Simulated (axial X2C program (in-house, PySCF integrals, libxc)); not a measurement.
**What spin–orbit coupling does to NaSb⁻**

All values were computed with an in-house all-electron X2C program for linear molecules (integrals from PySCF). Spin-free means the one-electron spin-free X2C Hamiltonian; two-component (2c) means X2C with spin–orbit coupling and atomic mean-field two-electron Coulomb and Gaunt terms, so the difference of the two also holds small scalar two-electron terms. Basis: Sb dyall-av3z [12s13p9d2f], Na dyall-av3z [10s9p5d2f] (cores contracted in-house); Gaussian nuclei, density fitting, unrestricted open shells. Masses: Sb 120.904 u, Na 22.990 u.

Spin-free state: M_S = 3/2, Λ = 0 (beyond evenly filled blocks: σα, π+α, π-α); fragments Sb- + Na.

```json
{"level": "PW91", "Re (Å)": "3.125", "ωe (cm⁻¹)": "145.1", "De (eV)": "1.074", "μ (D)": "-8.72"}
```

Dipoles are positive if Na is the positive end and refer to the centre of mass.

Two-component determinant lowest at the distance of the search:

Ω = 3/2 (⟨Sz⟩ = 0.72, ⟨Lz⟩ = 0.78 at PW91); fragments Sb- + Na.

```json
{"level": "PW91", "Re (Å)": "2.917", "ωe (cm⁻¹)": "176.0", "μ (D)": "-1.67"}
```

Q: From the two tables, how do the constants change at the PW91 level (2c against spin-free)?

A: At the PW91 level Re falls by 0.208 Å and ωe increases by 30.9 cm⁻¹.

One determinant describes the state; a PBE0 search over occupations chose it and may have missed a lower one. Dissociation energies refer to the lowest single-determinant-based atoms at the same level and basis. De is not given where an atomic determinant may have missed its ground term or J level, or where the truncated virtual space spoils (T). Density functionals use the spin component along the axis (collinear). Other states lie close and PBE0, whose exact exchange favours high spin, may order them wrongly; the determinant shown need not be the ground state. The nearest other spin-free determinant of the search, M_S = 1/2, Λ = 0, lies 0.04 eV up at the distance of the search. Without a current term, density functionals place determinants with orbital angular momentum somewhat too high. With several unpaired electrons one determinant need not be a pure state. At some level and bond length an empty orbital lies below a filled one. The highest occupied level of some functionals is positive through self-interaction error; at Hartree–Fock it is bound.
